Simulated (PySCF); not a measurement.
Predicted microwave data (wB97X-D/def2-SVPD in PySCF (dipole) on a GFN2-xTB geometry, gas phase) for one isomer of C6H8N2:

* Rotational constants: A = 5228, B = 1546, C = 1205 MHz
* Dipole components: |μa| = 3.33 D, |μb| = 1.20 D, |μc| = 0.43 D
* Inertial defect: -4.19 u·Å²
* κ: -0.83

**Question.** Which structure is it? (One computed conformer of each.)
A. `[CH2:1]=[CH:2]/[N:3]=[CH:4]\[C@H:5]([CH3:6])[C:7]#[N:8]` with C1–C2–N3–C4 -56°, N3–C4–C5–C6 -139°
B. `[CH:1]#[C:2][CH2:3][N:4]1[CH2:5][CH2:6][CH:7]=[N:8]1` with C2–C3–N4–C5 56°
C. `[CH3:1][NH:2][c:3]1[cH:4][cH:5][cH:6][n:7][cH:8]1` with C1–N2–C3–C4 16°
D. `[NH2:1][CH2:2][c:3]1[cH:4][cH:5][n:6][cH:7][cH:8]1` with H–N1–C2–C3 -60° and 59°, N1–C2–C3–C4 -87°

**Answer.** C. It is CNc1cccnc1, an asymmetric top, point group C1. The candidates at the same level (rigid rotor, commonest isotopes):

| SMILES | A (MHz) | B (MHz) | C (MHz) | μa (D) | μb (D) | μc (D) | Δ (u·Å²) | point group | rotor |
| --- | --- | --- | --- | --- | --- | --- | --- | --- | --- |
| CNc1cccnc1 | 5228 | 1546 | 1205 | 3.33 | 1.20 | 0.43 | -4.19 | C1 | asymmetric top |
| NCc1ccncc1 | 4829 | 1497 | 1253 | 1.24 | 0.00 | 0.09 | -38.82 | Cs | asymmetric top |
| C#CCN1CCC=N1 | 4194 | 1485 | 1403 | 0.47 | 1.91 | 0.83 | -100.57 | C1 | near-prolate asymmetric top |
| C=C/N=C\[C@H](C)C#N | 2988 | 1558 | 1190 | 0.21 | 3.14 | 2.04 | -68.91 | C1 | asymmetric top |

`C=C/N=C\[C@H](C)C#N` has A 43 % too low; `NCc1ccncc1` has A 8 % too low; `C#CCN1CCC=N1` has A 20 % too low. No structure here is proved a minimum.
